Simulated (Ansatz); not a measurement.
A structure relaxed at PBE0-D4/def2-TZVP, charge 0, multiplicity 1:

Cartesian coordinates in Å:
```
F -1.371 0.949 1.678
Si -0.129 0.323 0.893
S 1.291 -0.540 2.195
C -0.568 -0.603 -0.661
Si 0.471 0.944 -1.167
H 0.513 -1.587 2.531
H -1.607 -0.553 -0.989
H -0.144 -1.590 -0.831
H -0.283 1.958 -1.941
H 1.828 0.699 -1.708
```

**Question.** Give its formula and SMILES.

**Answer.** CH5FSSi2, `F[Si]1(S)C[SiH2]1`.

**Question.** Summarise the bond lengths by kind.

**Answer.** 1 × F–Si 1.598 Å; 1 × S–Si 2.111 Å; 2 × C–Si 1.861 to 1.931 Å; 1 × Si–Si 2.233 Å; 1 × H–S 1.347 Å; 2 × C–H 1.088 to 1.090 Å; 2 × H–Si 1.482 Å.

Program: Ansatz 0.2.0.
